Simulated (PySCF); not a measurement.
**J couplings in C₄H₂F₆O₃**

Geometry:
```csv
atom,x (Å),y (Å),z (Å)
F1,-2.110,-0.968,-0.911
C2,-1.367,-1.074,0.204
F3,-1.655,-2.213,0.789
O4,-1.656,-0.063,1.062
C5,-1.148,1.170,0.631
O6,0.241,1.073,0.469
C7,0.591,0.089,-0.404
F8,0.308,0.472,-1.674
C9,2.112,-0.141,-0.299
F10,2.488,-1.053,-1.181
F11,2.750,0.991,-0.550
F12,2.429,-0.555,0.916
O13,-0.032,-1.116,-0.149
H14,-1.337,1.899,1.424
H15,-1.625,1.475,-0.316
```

Indirect spin–spin couplings were computed at B3LYP/pcJ-1 (spin–dipole term only in couplings to heteroatoms) (PySCF) on a PBE0-D3(BJ)/def2-SVP structure, for the isolated molecule, without vibrational or relativistic corrections. Couplings are averaged over pairs made equivalent by symmetry, fast rotation or ring inversion, so a value needn't be that of the named pair in this geometry, while other rotamers aren't included; one pair stands for each set, and the list holds a selection of those of at least 1.5 Hz over up to four bonds, among pairs with at least one F or H atom (others weren't computed). One-bond C–F couplings come out tens of Hz too large with common functionals.

Isotopes: ¹³C, ¹⁹F, ¹H, ¹⁷O. Couplings to quadrupolar nuclei such as 17O and 33S are rarely resolved in practice.

| pair | bonds | J (Hz) |
| --- | --- | --- |
| F1, C2 | 1 | ? |
| C2, F3 | 1 | ? |
| C5, H14 | 1 | ? |
| C5, H15 | 1 | 175.7 |
| C7, F8 | 1 | -335.1 |
| C9, F10 | 1 | ? |
| F1, F3 | 2 | 40.5 |
| F1, O4 | 2 | ? |
| F1, O13 | 2 | -11.1 |
| F3, O4 | 2 | ? |
| F3, O13 | 2 | -46.9 |
| O4, H14 | 2 | -14.7 |
| O4, H15 | 2 | -2.9 |
| O6, H14 | 2 | ? |
| O6, H15 | 2 | -3.0 |
| C7, F10 | 2 | 45.2 |
| F10, F11 | 2 | 57.8 |
| H14, H15 | 2 | -7.8 |
| F1, C7 | 3 | -1.8 |
| F3, C5 | 3 | 2.6 |
| C7, H14 | 3 | 8.4 |
| C7, H15 | 3 | ? |
| F8, F10 | 3 | -2.4 |
| F1, F8 | 4 | 2.2 |
| F1, C9 | 4 | 3.0 |
| F3, F8 | 4 | 5.3 |

Q: Estimate the withheld couplings, with signs.

A: 
- ¹J(F1,C2) = -340.0 Hz (bond length 1.343 Å)
- ¹J(C2,F3) = -305.4 Hz (bond length 1.313 Å)
- ¹J(C5,H14) = 186.7 Hz (bond length 1.094 Å, sp3 carbon)
- ¹J(C9,F10) = -352.2 Hz (bond length 1.323 Å)
- ²J(F1,O4) = -3.4 Hz (angle at C2 110°)
- ²J(F3,O4) = -45.9 Hz (angle at C2 109°)
- ²J(O6,H14) = -14.8 Hz (angle at C5 108°)
- ³J(C7,H15) = 1.9 Hz (dihedral angle 65°)
